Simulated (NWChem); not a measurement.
HfF$_{3}$, doublet; SMILES [F][Hf]([F])[F]

Results from NWChem. Spin-unrestricted. Medium grid unless said otherwise, to which SCAN and Minnesota functionals are sensitive. In the optimisation the excess spin sits in a (C3, its own frame). All runs use the structure optimised with PBE0/def2-SVP, spin-unrestricted. This spin state was assumed; another may lie lower. No stability test was run on the SCF state. def2 effective core potentials on Hf; no spin-orbit coupling. Total energies of different functionals are on different scales.

```csv
level,energy (Ha),highest occupied level (eV),"lowest empty minus highest occupied level, either spin (eV)",<S²>
B3LYP/def2-SVP,-347.5468,-5.89,2.81,0.751
PBE/def2-SVP,-347.2738,-5.05,1.55,0.751
SCAN/def2-SVP,-347.4835,-5.40,2.44,0.752
"LDA (Slater exchange, VWN5)/def2-SVP",-345.5269,-5.12,1.23,0.751
M05-2X/def2-SVP,-347.4153,-7.19,2.42,0.751
M06-2X/def2-SVP,-347.3244,-7.20,1.49,0.751
"LC-wPBE (HJS exchange hole, range parameter 0.4 per bohr)/def2-SVP",-347.3573,-8.52,8.18,0.752
MN15/def2-SVP,-347.2159,-6.64,4.79,0.751
revPBE/def2-SVP,-347.4814,-5.02,1.65,0.752
RPBE/def2-SVP,-347.5476,-5.02,1.48,0.751
```
